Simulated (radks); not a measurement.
Polarisability of the ytterbium ion Yb+, [Xe] 4f14 6s1, at imaginary frequency. All-electron calculation, non-relativistic Kohn-Sham, LDA (Slater exchange, Perdew-Wang correlation), spin-polarised, spherical densities, point nucleus; open shells are filled with parallel spins first (spin-orbit coupling, left out, can overturn this in heavy ions); relativity is left out, which matters for an element this heavy. Program: a radial shooting solver on a logarithmic mesh with Libxc functionals. Response by self-consistent Sternheimer equations with the Hartree and adiabatic LDA kernel.

w (hartree),alpha1(iw) (bohr^3),alpha2(iw) (bohr^5)
0.00266,76.54,1539
0.0143,75.57,1456
0.0360,70.65,1148
0.0697,58.60,772.8
0.118,41.68,521.6
0.186,26.65,359.6
0.280,16.67,238.3
0.413,10.81,147.7
0.605,7.354,86.31
0.892,5.070,48.36
1.35,3.336,25.94
2.12,1.968,12.81
3.59,0.9895,5.367
6.94,0.3928,1.678
17.5,0.09699,0.3032

Static values: alpha1 = 76.57 bohr^3 (11.35 angstrom^3; uncoupled 103.7), alpha2 = 1542 bohr^5, alpha3 = 12890 bohr^7. C6 = 620.5, C8 = 46280, triple-dipole C9 = 32940 atomic units. One-pole (London) frequency 4 C6 / (3 alpha1^2) = 0.141 hartree, against 0.333 for minus the highest occupied eigenvalue. The dipole shielding factor is 0.985, as the force sum rule N/Z = 0.986 demands.
